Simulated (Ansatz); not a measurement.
Reaction (redistribution): `[GeH3][GeH2][GeH2][GeH2][GeH3]` + `[GeH3][S][GeH3]` → `[GeH3][GeH2][GeH2][GeH2][GeH2][GeH3]` + `[SH][GeH3]`

Program: Ansatz. Geometries: PBE0-D4/def2-TZVP. ΔE: electronic, gas phase. CCSD(T)/CBS adds triple-zeta CCSD(T) − MP2 to the extrapolated MP2 energy (def2 sets, frozen cores). Functionals use def2-TZVPP. B3LYP here is the variant with VWN-RPA as its local correlation; programs differ in this. HSE06 is defined as in plane-wave codes. For Ge outer-core shells are correlated without core-valence functions, which leaves a few kJ/mol of doubt a bond. Scalar relativity is left out up to krypton. One conformer a species, not always the lowest.

```
         level  ΔE (kcal/mol)  difference from CCSD(T)/CBS
        PBE-D4            1.2                         -0.9
     r2SCAN-D4            2.4                          0.3
      B3LYP-D4            1.6                         -0.5
    r2SCANh-D4            2.4                          0.3
      HSE06-D4            1.6                         -0.5
        B2PLYP            2.9                          0.8
      PBE-QIDH            2.8                          0.7
           PBE            2.1                          0.0
         B3LYP            3.0                          0.9
         HSE06            2.6                          0.5
       LC-ωPBE            3.2                          1.1
 CCSD/def2-SVP            2.7                          0.6
 HF/def2-TZVPP            6.0                          3.9
MP2/def2-TZVPP            2.3                          0.2
 MP2/CBS(def2)            2.8                          0.7
CCSD/CBS(def2)            2.3                          0.2
   CCSD(T)/CBS            2.1                            0
```

Largest T1 diagnostic among the species: 0.012.

The D4 term adds −1.4 kcal/mol with B3LYP and −1.0 kcal/mol with PBE0; it sums over pairs of atoms, weighted by their polarisabilities, and B3LYP, whose exchange is more repulsive, gets the larger term. Leaving LDA and LC-ωPBE aside and taking each functional with its dispersion term where it has one, the values, not all of them listed here, spread over 3.3 kcal/mol, from PBE-D4 to B97M-V. LDA lies −1.3 kcal/mol from PBE without D4. From BLYP to BHLYP (50 % exact exchange), in def2-TZVPP and without D4, ΔE moves by +0.9 kcal/mol.
